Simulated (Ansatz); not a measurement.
Mulliken charges of CH5AlO2Si (`O=[C]([SiH3])[AlH][OH]`) from ωB97M-V/def2-TZVPP in Ansatz (PBE0-D4/def2-TZVP geometry).

```json
{"atom": "O1", "x (Å)": "-1.828", "y (Å)": "-1.202", "z (Å)": "0.483", "charge (e)": "-0.260"}
{"atom": "C2", "x (Å)": "-0.785", "y (Å)": "-0.620", "z (Å)": "0.239", "charge (e)": "-0.063"}
{"atom": "Si3", "x (Å)": "0.924", "y (Å)": "-1.514", "z (Å)": "0.437", "charge (e)": "0.175"}
{"atom": "Al4", "x (Å)": "-0.984", "y (Å)": "1.308", "z (Å)": "-0.370", "charge (e)": "0.530"}
{"atom": "O5", "x (Å)": "0.479", "y (Å)": "2.094", "z (Å)": "-0.700", "charge (e)": "-0.388"}
{"atom": "H6", "x (Å)": "1.730", "y (Å)": "-0.731", "z (Å)": "1.412", "charge (e)": "-0.021"}
{"atom": "H7", "x (Å)": "1.610", "y (Å)": "-1.469", "z (Å)": "-0.882", "charge (e)": "-0.021"}
{"atom": "H8", "x (Å)": "0.759", "y (Å)": "-2.916", "z (Å)": "0.898", "charge (e)": "-0.014"}
{"atom": "H9", "x (Å)": "-2.398", "y (Å)": "2.000", "z (Å)": "-0.518", "charge (e)": "-0.099"}
{"atom": "H10", "x (Å)": "0.576", "y (Å)": "2.998", "z (Å)": "-0.996", "charge (e)": "0.161"}
```

**Question.** By hand: the dipole of these point charges (1 e Å = 4.8032 D).

**Answer.** Σ q r = (0.228, 0.339, -0.121) e Å, of length 0.426 e Å = 2.05 D.

**Question.** How does the dipole of the full density compare? (An estimate is asked.)

**Answer.** The calculation gave: (0.235, 0.449, -0.157) e Å, 2.55 D; the point charges give 0.80 times that, at 6° from its direction.

Point charges leave out the atoms' own dipoles, such as those of lone pairs, and Mulliken's split depends on the basis, so the two needn't agree.
